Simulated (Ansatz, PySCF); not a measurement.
Reaction (SMILES): N[SiH](N)N + H+ → N[SiH](N)[NH3+]
Each molecule is optimised on its own at B3LYP-D3(BJ)/def2-TZVP (Ansatz, a program for electronic structure), one conformer each, not searched for the lowest.
Geometry of the first species:
SMILES: N[SiH](N)N
```xyz
11

N      0.0297     1.5786    -0.5506
Si    -0.1744     0.0871     0.2807
N     -0.8936    -0.9443    -0.8847
N      1.1470    -0.8289     0.8907
H      0.1251     2.4404    -0.0379
H      0.4957     1.6246    -1.4433
H     -0.9302     0.4669     1.5010
H     -0.9917    -1.9298    -0.7033
H     -1.6101    -0.5974    -1.5010
H      1.5436    -0.6160     1.7918
H      1.8278    -1.2457     0.2750
```
Charge 0, spin multiplicity 1.

Property: proton affinity (enthalpy at 298 K, with B3LYP-D3(BJ) rigid-rotor harmonic-oscillator terms from PySCF), positive where the reaction releases energy, in kJ/mol. Cores are frozen in the correlated levels unless marked. Spin-orbit coupling is left out. Non-relativistic. Basis-set limits of correlation are two-point, X^-3; Hartree-Fock from the larger set.

Level to compare with: CCSD(T)/CBS(cc-pV(T+d)Z,cc-pV(Q+d)Z) (Ansatz), 918.0 kJ/mol. It is a level with limits of its own, and the differences hold the functionals' basis error too.

Rank these functionals by how close they come to CCSD(T)/CBS(cc-pV(T+d)Z,cc-pV(Q+d)Z), closest first: PBE0/def2-TZVPD (Ansatz); SVWN5/def2-TZVPD (Ansatz); wB97M-V/def2-TZVPD (Ansatz).

PBE0/def2-TZVPD (global hybrid, 923.8 kJ/mol, difference 5.8), wB97M-V/def2-TZVPD (range-separated hybrid meta-GGA with VV10, 907.9 kJ/mol, difference -10.1), SVWN5/def2-TZVPD (LDA, 890.0 kJ/mol, difference -28.0)
